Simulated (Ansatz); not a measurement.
Ansatz results at the PBE0-D4/def2-TZVP geometry: HOMO–LUMO gap (PBE/def2-TZVPP) 4.44 eV; LUMO energy (ωB97M-V/def2-TZVPP) 1.41 eV; HOMO energy (ωB97M-V/def2-TZVPP) -9.48 eV.

Each molecule was computed in one conformer, which needn't be the lowest.

Problem. Which molecule gave them?
A. `CC1(C)BN1`
B. `C[Si]1(F)CBO1`
C. `OC1[SiH2]CB1F`
D. `[F][Al]1[CH2][O]1`

Solution. C. The others give `[F][Al]1[CH2][O]1`: 3.10, 0.06, -9.20; `CC1(C)BN1`: 5.26, 2.04, -9.47; `C[Si]1(F)CBO1`: 5.33, 1.55, -10.26.
